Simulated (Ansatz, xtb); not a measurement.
# Two isomers of C4H6O4S

Structure X: `O=C(O)[C@@H]1CCS1(=O)=O`, a singlet. Structure Y: `O=C(O)C1CS(=O)(=O)C1`, a singlet. Both are isolated molecules in the gas phase, relaxed with PBE-D3(BJ)/def2-SVP, each in the lowest conformer that the search found.

Quicker runs give these differences E(Y) − E(X): GFN2-xTB +3.88 kcal/mol; HF/STO-3G +1.11 kcal/mol (at GFN2-xTB geometries); r2SCAN-D4/def2-SVP +2.14 kcal/mol (at GFN2-xTB geometries).

Estimate E(Y) − E(X) at the level CCSD(T)/def2-SVP + ΔMP2/def2-TZVPP.

Too close to call at this level: CCSD(T)/def2-SVP + ΔMP2/def2-TZVPP gives E(Y) − E(X) = +0.46 kcal/mol.

The same difference at several levels:

```tsv
level	geometry	E(Y) − E(X) (kcal/mol)	departure from the last row (kcal/mol)	job, with rough time for the two
GFN2-xTB	GFN2-xTB	+3.88	+3.42	optimisation, 0.32 s
HF/STO-3G	GFN2-xTB	+1.11	+0.66	single point, 0.4 s
r2SCAN-D4/def2-SVP	GFN2-xTB	+2.14	+1.69	single point, 2.2 s
PBE-D3(BJ)/def2-SVP	PBE-D3(BJ)/def2-SVP	+2.63	+2.18	optimisation, 23 s
HF/def2-SVP	PBE-D3(BJ)/def2-SVP	−0.22	−0.68	part of the CCSD(T) run
MP2/def2-SVP	PBE-D3(BJ)/def2-SVP	+1.59	+1.13	part of the CCSD(T) run
CCSD(T)/def2-SVP	PBE-D3(BJ)/def2-SVP	+1.22	+0.77	single point
CCSD(T)/def2-SVP + ΔMP2/def2-TZVPP	PBE-D3(BJ)/def2-SVP	+0.46		single point, 67 s
```

As drawn, both hold the same kinds of bond in the same numbers.

The largest departure from CCSD(T)/def2-SVP + ΔMP2/def2-TZVPP is that of GFN2-xTB, 3.42 kcal/mol. The last row adds to CCSD(T) the change of the MP2 difference between the two basis sets, here −0.77 kcal/mol.

With thermal terms from frequencies at re-optimised GFN2-xTB minima (ideal gas, soft modes damped towards free rotors, one conformer each, 298.15 K, 1 atm): the zero-point term adds −0.09 kcal/mol; ΔH is +0.23 and ΔG +0.65 kcal/mol.

The correlated steps freeze 13 core orbitals. Mirror images aren't counted in ΔG. Codes used: Ansatz 0.2.0, xtb 6.7.1; the last row on 4 threads of AMD EPYC 9R45 96-Core Processor (Zen 5) on a shared host.
